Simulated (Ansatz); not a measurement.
Sn₁₇AsH₂₈⁻. Charge -1, multiplicity 3. Geometry PBE-D4/def2-SVP; atoms count from 1.

Cartesian coordinates in Å:
```
Sn 2.760 3.729 0.379
Sn -1.088 3.811 2.751
Sn 2.907 0.629 -3.165
As -0.427 1.111 -0.835
Sn 0.555 -2.177 -4.144
Sn 2.045 -1.781 -1.476
Sn -3.655 -1.122 -2.363
Sn 1.800 -0.006 2.934
Sn -1.430 -2.723 1.428
Sn -4.355 0.967 1.571
Sn 4.330 2.586 -1.672
Sn 0.687 2.082 1.391
Sn -3.317 2.416 3.749
Sn 3.565 -1.198 1.056
Sn -2.399 -0.436 0.079
Sn -2.147 -2.991 -3.837
Sn 0.570 -4.022 -0.119
Sn -0.307 -1.671 3.790
H 3.746 4.268 1.717
H 2.014 5.187 -0.229
H -1.691 5.023 1.653
H -0.284 4.696 4.021
H 1.562 1.554 -3.796
H 3.904 0.316 -4.585
H -1.374 2.333 -0.960
H 0.418 -0.797 -5.221
H 1.300 -3.410 -5.158
H 3.356 -2.820 -2.085
H -3.863 0.336 -3.295
H -5.276 -1.703 -2.072
H 2.547 0.780 4.312
H -2.871 -3.639 1.829
H -5.146 2.128 0.535
H -5.622 -0.113 2.095
H 4.866 3.930 -2.663
H 5.788 1.983 -0.936
H -4.513 3.474 4.458
H -2.823 1.333 5.013
H 4.750 0.081 0.825
H 4.479 -2.451 1.893
H -2.285 -4.508 -2.994
H -2.957 -3.254 -5.367
H -0.325 -5.143 -1.136
H 1.372 -5.080 1.045
H -1.461 -0.781 4.745
H 0.297 -2.928 4.840
```

In the def2 sets Sn takes a core potential; there is no spin–orbit coupling. Single mean-field runs in def2-SVP are fitted with def2-universal-jkfit. At PBE0-D4/def2-SVP a singlet of charge -1 lies 1.27 eV below the triplet, each at its own geometry.

Estimate the Mulliken populations of the heavy atoms from the PBE0/def2-SVP orbitals of Ansatz.


| atom | charge (e) | spin (α − β) |
| --- | --- | --- |
| Sn1 | 0.16 | 0.00 |
| Sn2 | 0.15 | 0.00 |
| Sn3 | 0.12 | 0.38 |
| As4 | -0.18 | 0.00 |
| Sn5 | 0.14 | 0.39 |
| Sn6 | -0.10 | 0.13 |
| Sn7 | 0.16 | 0.00 |
| Sn8 | 0.04 | 0.03 |
| Sn9 | 0.05 | 0.02 |
| Sn10 | 0.15 | 0.00 |
| Sn11 | 0.10 | 0.06 |
| Sn12 | -0.05 | 0.00 |
| Sn13 | 0.11 | 0.00 |
| Sn14 | 0.11 | 0.31 |
| Sn15 | -0.05 | 0.00 |
| Sn16 | 0.10 | 0.05 |
| Sn17 | 0.11 | 0.29 |
| Sn18 | 0.12 | 0.00 |
Mulliken values depend strongly on the basis.

Where does the spin sit?

Summed by element: Sn 1.66, As 0.00, H 0.34, of 2 unpaired in all. Largest on single atoms: Sn5 0.39, Sn3 0.38, Sn14 0.31.

And the Mayer bond orders between heavy atoms (over 0.3)?

Sn1–Sn11 0.87 (2.82 Å); Sn1–Sn12 0.86 (2.83 Å); Sn2–Sn12 0.85 (2.83 Å); Sn2–Sn13 0.88 (2.81 Å); Sn3–Sn6 0.47 (3.07 Å); Sn3–Sn11 0.85 (2.84 Å); As4–Sn12 0.93 (2.67 Å); As4–Sn15 0.93 (2.67 Å); Sn5–Sn6 0.46 (3.08 Å); Sn5–Sn16 0.85 (2.84 Å); Sn6–Sn14 0.57 (3.01 Å); Sn6–Sn17 0.57 (3.01 Å); Sn7–Sn15 0.86 (2.83 Å); Sn7–Sn16 0.88 (2.82 Å); Sn8–Sn12 0.85 (2.82 Å); Sn8–Sn14 0.84 (2.84 Å); Sn8–Sn18 0.87 (2.82 Å); Sn9–Sn15 0.85 (2.83 Å); Sn9–Sn17 0.83 (2.84 Å); Sn9–Sn18 0.87 (2.82 Å); Sn10–Sn13 0.88 (2.81 Å); Sn10–Sn15 0.84 (2.83 Å).
